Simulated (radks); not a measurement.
Ba2+, configuration [Xe]. Calculated with a radial shooting solver on a logarithmic mesh with Libxc functionals: Dirac Kohn-Sham, PBEsol, spin-unpolarised, spherical densities, finite nucleus; Fermi nuclear charge, rms radius 4.8378 fm. Some entries of the table are withheld. Estimate them.

orbital  occ.  eigenvalue (hartree)  r(max) (bohr)
1s1/2       2             -1367.850            (1)
2s1/2       2             -216.5227        0.09306
2p1/2       2                   (2)            (3)
2p3/2       4                   (4)            (5)
3s1/2       2             -46.06106         0.2667
3p1/2       2             -40.80998            (6)
3p3/2       4             -38.10084            (7)
3d3/2       4             -28.87607         0.2132
3d5/2       6             -28.29831         0.2164
4s1/2       2              -9.39974         0.6254
4p1/2       2              -7.49073         0.6374
4p3/2       4              -6.92432         0.6616
4d3/2       4              -3.80485            (8)
4d5/2       6              -3.70860            (9)
5s1/2       2              -1.68965          1.470
5p1/2       2                  (10)          1.621
5p3/2       4                  (11)          1.689

Answer. 
(1) 1s1/2 r(max) (bohr): 0.01643
(2) 2p1/2 eigenvalue (hartree): -204.0208
(3) 2p1/2 r(max) (bohr): 0.07108
(4) 2p3/2 eigenvalue (hartree): -190.0025
(5) 2p3/2 r(max) (bohr): 0.07615
(6) 3p1/2 r(max) (bohr): 0.2532
(7) 3p3/2 r(max) (bohr): 0.2643
(8) 4d3/2 r(max) (bohr): 0.6910
(9) 4d5/2 r(max) (bohr): 0.6991
(10) 5p1/2 eigenvalue (hartree): -1.19047
(11) 5p3/2 eigenvalue (hartree): -1.11191
